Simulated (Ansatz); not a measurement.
`C[O][SnH]([Cl])[Cl]` + HBr → `[Cl][SnH]([Cl])[Br]` + CH₃OH at 400 K and 1 bar (ligand exchange at the Sn–O bond).

Isolated molecules relaxed with PBE0-D4/def2-TZVP in Ansatz; ΔE leaves out vibrations. CBS: MP2 limit from def2 TZ/QZ plus the TZ coupled-cluster correction, frozen cores. This one scheme is used for every species. def2 core potentials past Kr. For Br, Sn outer-core shells are correlated without core-valence functions, which leaves a few kJ/mol of doubt a bond. Scalar relativity is left out up to krypton. Each species was taken in one conformer, which may not be the lowest.

| species | CCSD(T)/CBS energy (Eh) | H − E (kJ/mol) | S (J/(mol·K)) |
| --- | --- | --- | --- |
| `C[O][SnH]([Cl])[Cl]` | -1249.30688 | 170.1 | 427.3 |
| HBr | -2573.91920 | 27.6 | 207.2 |
| `[Cl][SnH]([Cl])[Br]` | -3707.63582 | 55.3 | 392.6 |
| CH₃OH | -115.61712 | 151.2 | 252.6 |

H − E and S are ideal-gas, rigid-rotor, harmonic terms from PBE0-D4/def2-TZVP, for one conformer and one mirror image of each species. 1 Eh = 2625.50 kJ/mol, R = 8.31446 J/(mol·K).

**Question.** By hand: ΔE, ΔH, ΔS and ΔG.

**Answer.** ΔE = (-3707.63582) + (-115.61712) − (-1249.30688) − (-2573.91920) = -0.02686 Eh = -70.5 kJ/mol. Δ(H − E) = 55.3 + 151.2 − 170.1 − 27.6 = 8.8, so ΔH = -61.7 kJ/mol. ΔS = 392.6 + 252.6 − 427.3 − 207.2 = 10.7 J/(mol·K). ΔG = -61.7 − 400 × (10.7)/1000 = -66.0 kJ/mol.

**Question.** By hand: the equilibrium constant, and the temperature at which ΔG would vanish if ΔH and ΔS stayed fixed.

**Answer.** log₁₀ K = −ΔG/(RT ln 10) = 8.6. ΔH and −TΔS have one sign here, so there is no such temperature.

The number of gas molecules stays the same, so ΔS is small and ΔH decides. A doubt of 5 kJ/mol in ΔE shifts log₁₀ K by 0.7 here. Other conformers and mirror images would add mixing entropy, several J/(mol·K) or more a flexible species. Modes under 60 cm⁻¹, often nearly free rotors, make the harmonic entropy too high. These are equilibria of isolated gas molecules and say nothing of rates. Largest T1 diagnostic: 0.013 (customary marks: 0.02 for closed shells, 0.045 for open ones).

ΔS is within the doubt of such terms, so its sign, and with it that verdict, could turn.
